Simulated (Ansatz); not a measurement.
Species: sum formula TiOF2, charge -1, multiplicity 2. The spin state was set by rule; other spins were not relaxed. 
Geometry from a B3LYP-D3(BJ)/def2-TZVP (Ansatz, an electronic-structure program) optimisation:
```
Ti
O 1 1.6671
F 1 1.8774 2 119.05
F 1 1.8774 2 119.05 3 -180.00
```
Charge -1, spin multiplicity 2.

Parts of the frozen-core correlation energy in 6-31G (Ansatz, hartree). Frozen orbitals: 12; correlated occupied orbitals by spin: 13 and 12; virtual: 31 and 32. UHF or UKS for open shells. Spin-orbit coupling is left out. No relativistic terms.

```tsv
term	value
reference (HF)	-1122.24111
MP2 opposite-spin	(withheld)
MP2 same-spin	-0.14054
CCSD correlation	(withheld)
(T)	(withheld)
T1 diagnostic	0.036
largest doubles amplitude	0.054
<S^2> of the reference	0.765
```

### Question
Complete the blanks.

### Answer

- MP2 opposite-spin, value: -0.33910
- CCSD correlation, value: -0.46504
- (T), value: -0.02323
